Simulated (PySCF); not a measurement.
C₆H₁₀, SMILES C(C#CCC)C.

The structure is a stationary point at B3LYP-D3(BJ)/def2-SVP.

Method: B3LYP-D3(BJ)/def2-SVP (PySCF).

Frequencies are harmonic and unscaled.

Question: List the normal modes with their intensities. (The exact figures need the calculation; the answer reports its results.)

Answer: 
```json
[
 {"mode": "1", "ν (cm⁻¹)": "5", "IR (km/mol)": "0.0", "moving atoms (share of kinetic energy)": "H 51 %, C 49 %"},
 {"mode": "2", "ν (cm⁻¹)": "89", "IR (km/mol)": "1.6", "moving atoms (share of kinetic energy)": "C 74 %, H 26 %"},
 {"mode": "3", "ν (cm⁻¹)": "157", "IR (km/mol)": "4.4", "moving atoms (share of kinetic energy)": "H 62 %, C 38 %"},
 {"mode": "4", "ν (cm⁻¹)": "221", "IR (km/mol)": "0.2", "moving atoms (share of kinetic energy)": "C 76 %, H 24 %"},
 {"mode": "5", "ν (cm⁻¹)": "234", "IR (km/mol)": "0.0", "moving atoms (share of kinetic energy)": "H 87 %, C 13 %"},
 {"mode": "6", "ν (cm⁻¹)": "292", "IR (km/mol)": "3.7", "moving atoms (share of kinetic energy)": "H 70 %, C 30 %"},
 {"mode": "7", "ν (cm⁻¹)": "411", "IR (km/mol)": "0.0", "moving atoms (share of kinetic energy)": "C 73 %, H 27 %"},
 {"mode": "8", "ν (cm⁻¹)": "425", "IR (km/mol)": "6.0", "moving atoms (share of kinetic energy)": "C 82 %, H 18 %"},
 {"mode": "9", "ν (cm⁻¹)": "570", "IR (km/mol)": "0.5", "moving atoms (share of kinetic energy)": "C 86 %, H 14 %"},
 {"mode": "10", "ν (cm⁻¹)": "701", "IR (km/mol)": "0.1", "moving atoms (share of kinetic energy)": "C 69 %, H 31 %"},
 {"mode": "11", "ν (cm⁻¹)": "786", "IR (km/mol)": "4.0", "moving atoms (share of kinetic energy)": "H 85 %, C 15 %"},
 {"mode": "12", "ν (cm⁻¹)": "787", "IR (km/mol)": "0.0", "moving atoms (share of kinetic energy)": "H 83 %, C 17 %"},
 {"mode": "13", "ν (cm⁻¹)": "931", "IR (km/mol)": "0.8", "moving atoms (share of kinetic energy)": "C 57 %, H 43 %"},
 {"mode": "14", "ν (cm⁻¹)": "997", "IR (km/mol)": "0.0", "moving atoms (share of kinetic energy)": "C 56 %, H 44 %"},
 {"mode": "15", "ν (cm⁻¹)": "1074", "IR (km/mol)": "4.4", "moving atoms (share of kinetic energy)": "C 55 %, H 45 %"},
 {"mode": "16", "ν (cm⁻¹)": "1084", "IR (km/mol)": "1.2", "moving atoms (share of kinetic energy)": "H 50 %, C 50 %"},
 {"mode": "17", "ν (cm⁻¹)": "1085", "IR (km/mol)": "0.0", "moving atoms (share of kinetic energy)": "H 65 %, C 35 %"},
 {"mode": "18", "ν (cm⁻¹)": "1098", "IR (km/mol)": "0.9", "moving atoms (share of kinetic energy)": "H 65 %, C 35 %"},
 {"mode": "19", "ν (cm⁻¹)": "1165", "IR (km/mol)": "2.5", "moving atoms (share of kinetic energy)": "C 57 %, H 43 %"},
 {"mode": "20", "ν (cm⁻¹)": "1272", "IR (km/mol)": "0.0", "moving atoms (share of kinetic energy)": "H 86 %, C 14 %"},
 {"mode": "21", "ν (cm⁻¹)": "1274", "IR (km/mol)": "0.0", "moving atoms (share of kinetic energy)": "H 87 %, C 13 %"},
 {"mode": "22", "ν (cm⁻¹)": "1342", "IR (km/mol)": "0.0", "moving atoms (share of kinetic energy)": "H 68 %, C 32 %"},
 {"mode": "23", "ν (cm⁻¹)": "1353", "IR (km/mol)": "41.6", "moving atoms (share of kinetic energy)": "H 50 %, C 50 %"},
 {"mode": "24", "ν (cm⁻¹)": "1395", "IR (km/mol)": "0.2", "moving atoms (share of kinetic energy)": "H 79 %, C 21 %"},
 {"mode": "25", "ν (cm⁻¹)": "1395", "IR (km/mol)": "1.5", "moving atoms (share of kinetic energy)": "H 79 %, C 21 %"},
 {"mode": "26", "ν (cm⁻¹)": "1448", "IR (km/mol)": "2.3", "moving atoms (share of kinetic energy)": "H 93 %"},
 {"mode": "27", "ν (cm⁻¹)": "1450", "IR (km/mol)": "3.3", "moving atoms (share of kinetic energy)": "H 93 %"},
 {"mode": "28", "ν (cm⁻¹)": "1466", "IR (km/mol)": "0.0", "moving atoms (share of kinetic energy)": "H 97 %"},
 {"mode": "29", "ν (cm⁻¹)": "1467", "IR (km/mol)": "12.1", "moving atoms (share of kinetic energy)": "H 97 %"},
 {"mode": "30", "ν (cm⁻¹)": "1479", "IR (km/mol)": "1.2", "moving atoms (share of kinetic energy)": "H 95 %"},
 {"mode": "31", "ν (cm⁻¹)": "1479", "IR (km/mol)": "1.8", "moving atoms (share of kinetic energy)": "H 94 %"},
 {"mode": "32", "ν (cm⁻¹)": "2361", "IR (km/mol)": "0.0", "moving atoms (share of kinetic energy)": "C 100 %"},
 {"mode": "33", "ν (cm⁻¹)": "3017", "IR (km/mol)": "28.0", "moving atoms (share of kinetic energy)": "H 95 %"},
 {"mode": "34", "ν (cm⁻¹)": "3017", "IR (km/mol)": "31.3", "moving atoms (share of kinetic energy)": "H 95 %"},
 {"mode": "35", "ν (cm⁻¹)": "3035", "IR (km/mol)": "27.7", "moving atoms (share of kinetic energy)": "H 97 %"},
 {"mode": "36", "ν (cm⁻¹)": "3035", "IR (km/mol)": "27.5", "moving atoms (share of kinetic energy)": "H 97 %"},
 {"mode": "37", "ν (cm⁻¹)": "3052", "IR (km/mol)": "19.4", "moving atoms (share of kinetic energy)": "H 91 %, C 9 %"},
 {"mode": "38", "ν (cm⁻¹)": "3053", "IR (km/mol)": "0.0", "moving atoms (share of kinetic energy)": "H 91 %, C 9 %"},
 {"mode": "39", "ν (cm⁻¹)": "3120", "IR (km/mol)": "48.5", "moving atoms (share of kinetic energy)": "H 90 %, C 10 %"},
 {"mode": "40", "ν (cm⁻¹)": "3121", "IR (km/mol)": "7.6", "moving atoms (share of kinetic energy)": "H 90 %, C 10 %"},
 {"mode": "41", "ν (cm⁻¹)": "3125", "IR (km/mol)": "0.0", "moving atoms (share of kinetic energy)": "H 90 %, C 10 %"},
 {"mode": "42", "ν (cm⁻¹)": "3125", "IR (km/mol)": "44.5", "moving atoms (share of kinetic energy)": "H 90 %, C 10 %"}
]
```
